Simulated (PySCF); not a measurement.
A GIAO shielding run with PySCF (density fitting, non-relativistic, gas phase) on `C1=C(C(C)=S)C(=C)[SiH2]C1`, C7H10SSi:

```
$ OMP_NUM_THREADS=1 python probes_run.py task.json out

{"job": {"kind": "nmr", "xc": "PBE0", "basis": "pcSseg-1"}, "charge": 0, "multiplicity": 1}
C      0.260470     1.754311     1.016789
C     -0.351581     0.790283     0.334567
Si    -2.154149     0.782702    -0.245605
C     -2.149017    -1.126689    -0.315022
C     -0.708698    -1.490253    -0.248893
C      0.204531    -0.545695     0.062337
C      1.621981    -0.845496     0.053032
C      2.597248     0.204245    -0.368466
S      2.167937    -2.341390     0.445182
H      1.254938     1.658693     1.421660
H     -0.237482     2.689017     1.214150
H     -2.319884     1.383249    -1.571899
H     -3.093082     1.344145     0.724345
H     -2.610968    -1.567484    -1.198829
H     -2.666988    -1.557855     0.544608
H     -0.405156    -2.501602    -0.479817
H      2.107145     1.026876    -0.884612
H      3.122344     0.595835     0.503717
H      3.350607    -0.243642    -1.014706
```

Hardware: 1 thread of an Arm Neoverse N1, shared host. The job also computes population analyses, field gradients, ring-centre shieldings.

Question: How large is the calculation?

Answer: 82 electrons, 217 basis functions and 1167 auxiliary functions.

Question: How long does it take, and how much memory does it need?

Answer: 93 s of wall time, with 14 SCF cycles and 5 response iterations; peak memory 0.96 GiB. Times on a shared host scatter by some tens of per cent.
